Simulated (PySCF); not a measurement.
A GIAO shielding run with PySCF (density fitting, non-relativistic, gas phase) on SMILES CC[Si@@H](C[SiH3])CCl, C4H13ClSi2:

```
$ OMP_NUM_THREADS=1 python probes_run.py task.json out

{"job": {"kind": "nmr", "xc": "PBE0", "basis": "pcSseg-1"}, "charge": 0, "multiplicity": 1}
C     -2.501240    -1.290566     0.110459
C     -1.952764     0.064258    -0.323301
Si    -0.220626     0.427324     0.382819
C      1.055108    -0.866919    -0.165342
Si     2.871557    -0.493235     0.261987
C      0.316863     2.152947    -0.253328
Cl     0.577139     2.075851    -2.014633
H     -3.502092    -1.450055    -0.286443
H     -1.863176    -2.095501    -0.245264
H     -2.551073    -1.353507     1.194707
H     -2.648769     0.843005    -0.006063
H     -1.925545     0.102340    -1.414068
H     -0.276174     0.538539     1.852437
H      0.784890    -1.825728     0.276883
H      0.979620    -1.000866    -1.245307
H      3.003738    -0.320245     1.710867
H      3.319923     0.720353    -0.419216
H      3.702596    -1.620814    -0.170634
H      1.255493     2.479879     0.184853
H     -0.430617     2.923619    -0.085355
```

Hardware: 1 thread of an Arm Neoverse N1, shared host. The job also computes population analyses, field gradients.

(1) How large is the calculation?

(2) How long does it take, and how much memory does it need?

## Answers

(1) 82 electrons, 205 basis functions and 1133 auxiliary functions.

(2) 67 s of wall time, with 12 SCF cycles and 4 response iterations; peak memory 0.92 GiB. Times on a shared host scatter by some tens of per cent.
